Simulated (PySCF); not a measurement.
Input of a run (PBE0-D3(BJ)/def2-SVP geometry optimisation, gas phase (PySCF 2.14.0)), started from GFN2-xTB:
```
{"job": {"xc": "PBE0", "basis": "def2-SVP", "d3": "d3bj", "grid": 1, "shake": 0.01, "kind": "geom"}, "charge": 0, "multiplicity": 1}
Si    -1.788500     0.638260    -0.120540
S     -0.629770    -0.443050     1.302450
Ge     1.086030    -1.013220     0.041230
S      2.420590     0.717750    -0.484590
H     -2.956770     1.037210     0.671880
H     -1.031560     1.807610    -0.596890
H     -2.124200    -0.249030    -1.218150
H      0.700850    -1.631200    -1.269710
H      1.888140    -2.024060     0.871640
H      2.485610     1.138800     0.781620
```

Output (energies in Eh, forces in Eh/bohr):
```
step   0  E = -3165.29005927  max force = 0.015951
step   1  E = -3165.29311765  max force = 0.004727
step   2  E = -3165.29339535  max force = 0.000928
step   3  E = -3165.29343473  max force = 0.000571
step   4  E = -3165.29347915  max force = 0.000653
step   5  E = -3165.29355277  max force = 0.001369
step   6  E = -3165.29371039  max force = 0.001874
step   7  E = -3165.29359206  max force = 0.002710
step   8  E = -3165.29405373  max force = 0.001527
step   9  E = -3165.29413222  max force = 0.000972
step  10  E = -3165.29419620  max force = 0.000549
step  11  E = -3165.29426599  max force = 0.000834
step  12  E = -3165.29428575  max force = 0.000536
step  13  E = -3165.29428978  max force = 0.000148
optimisation converged
```

Question: Summarise the run.

Answer: The energy falls by 2.7 kcal/mol over 14 energy and gradient evaluations, the largest force component goes from 0.0160 to 1.5e-04 Eh/bohr, and the atoms move by 0.450 Å rms after alignment. The bond that changes most is Si1–H7 (SiH3 silicon to Si–H hydrogen), which lengthens by 0.042 Å. Bonds longer at the end by more than 0.005 Å: 7 of 9; shorter: 1. Among the angles that change most is S4–Ge3–H9, from 108.9° to 112.2°. Among the dihedrals that turn most is Si1–S2–Ge3–S4, from 71° to 46°. The energy rose by more than 1e-6 Eh at step 7. The first step brought 72 % of the lowering.

Question: What are the final bond lengths?

Answer: Si1–S2 2.156 Å, S2–Ge3 2.227 Å, Ge3–S4 2.226 Å, Si1–H5 1.491 Å, Si1–H6 1.490 Å, Si1–H7 1.493 Å, Ge3–H8 1.536 Å, Ge3–H9 1.536 Å, S4–H10 1.351 Å. Numbering counts from 1 in the input's order; the species is `[SiH3][S][GeH2][SH]`.

The run used 116 basis functions and 89 SCF cycles in all. On an Arm Neoverse N1 with one thread, shared host, this took 2.4 min wall and 0.50 GiB of memory at its peak.

Not checked by PBE0-D3(BJ)/def2-SVP frequencies. One conformer, not necessarily the lowest.
